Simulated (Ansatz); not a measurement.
Fe3S2, relaxed as a singlet with RKS B3LYP-D4/def2-SVP in Ansatz, starting from the GFN1-xTB geometry. Force threshold 0.02 eV/Å.

The structure comes from a short search, and lower isomers may exist.

Start:

```xyz
5

Fe   -0.1119    0.0616    1.2510
Fe    1.3916   -0.4002   -0.4000
Fe   -0.7267    0.1832   -1.0098
S    -1.1638   -1.3842    0.2417
S     0.6108    1.5396   -0.0830
```

Question: Estimate the energy that the relaxation releases and the steps that it takes.

Answer: 84.5 kJ/mol, in 17 steps; 69 s on 4 threads of AMD EPYC 7B13 on a shared host. The force fell under the threshold at step 16, but the optimiser went on. No frequencies were taken in this run, so the end may be a saddle point.

Question: Does the start keep its bonding and symmetry?

Answer: Bonds lost: Fe2–S4 (atoms count from 1). The end is the same structure that another start reached, the lowest one found. Point group Cs at the start, Cs at the end, both within 0.05 Å.

Question: Predict the relaxed structure.

Answer: 
```csv
atom,x (Å),y (Å),z (Å)
Fe1,0.086,-0.152,1.110
Fe2,1.461,-0.222,-0.405
Fe3,-0.485,-0.047,-1.012
S4,-1.568,-1.288,0.359
S5,0.505,1.709,-0.051
```
Bond lengths (bridged metal pairs left out): 5 × Fe–S 2.14 to 2.23 Å.
